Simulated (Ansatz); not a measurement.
Ansatz (a program for electronic structure) input for C3H9BeN, SMILES [CH3][Be][N](C)C, PBE/def2-SVPD. Geometry: ωB97X-D3(BJ)/def2-SVP. The structure was generated by enumeration; whether it is a known compound was not checked. The values are those of a single conformer.

Ansatz 0.2 input:
```yaml
crystal:
  periodic: [false, false, false]
  atoms:
    - {symbol: Be, position_ang: [0.61844969, 0.56249040, -0.50906096]}
    - {symbol: C, position_ang: [1.68401966, 1.53899614, -1.37717107]}
    - {symbol: H, position_ang: [2.72035328, 1.15641514, -1.35451263]}
    - {symbol: H, position_ang: [1.72243637, 2.56315861, -0.96171749]}
    - {symbol: H, position_ang: [1.39996019, 1.64226405, -2.43964931]}
    - {symbol: N, position_ang: [-0.33779319, -0.30935959, 0.27540153]}
    - {symbol: C, position_ang: [-1.20692372, 0.19027353, 1.32187070]}
    - {symbol: C, position_ang: [-0.48254719, -1.73505778, 0.05931114]}
    - {symbol: H, position_ang: [-2.27658481, 0.01567798, 1.08865182]}
    - {symbol: H, position_ang: [-1.00200169, -0.29680952, 2.29645054]}
    - {symbol: H, position_ang: [-1.07343215, 1.27600718, 1.46185430]}
    - {symbol: H, position_ang: [-0.24148531, -2.31756998, 0.97124437]}
    - {symbol: H, position_ang: [-1.51636883, -2.00502893, -0.23628247]}
    - {symbol: H, position_ang: [0.19058403, -2.08383040, -0.74167075]}
basis:
  gaussian:
    orbitals: def2-SVPD
hamiltonian:
  xc: {name: PBE}
```

It prints:

```
WARN ansatz: RAYON_NUM_THREADS=1 ignored (pool sized by the plan → 1); use --threads N
Functional definition: PBE
integrals: 0.09 GiB planned
1410 factors; their error is unknown
mean field: 0.63 GiB planned
mean field evaluation 1: about -5121.0305 eV, gradient 8.6e1 eV
mean field evaluation 2: about -5072.2279 eV, gradient 1.5e2 eV
mean field evaluation 4: about -5138.7125 eV, gradient 1.2e1 eV
mean field evaluation 8: about -5139.0530 eV, gradient 2.0e-1 eV
mean field evaluation 16: about -5138.9753 eV, gradient 4.7e-4 eV
mean field -5138.97534437 eV, -188.8538605829 hartree, gradient 1.3e-5 eV, S^2 0.000000; 0 other end points of the search recorded, 0 dependent functions left out
reference -5138.97540810 eV, -188.8538629250 hartree; 19, 19 occupied and 145, 145 virtual orbitals, 1410 factors
Total energy: -5138.97540810 eV, -188.8538629250 hartree
```

Self-consistency was reached.

Cost: around 4 core-seconds (rough).
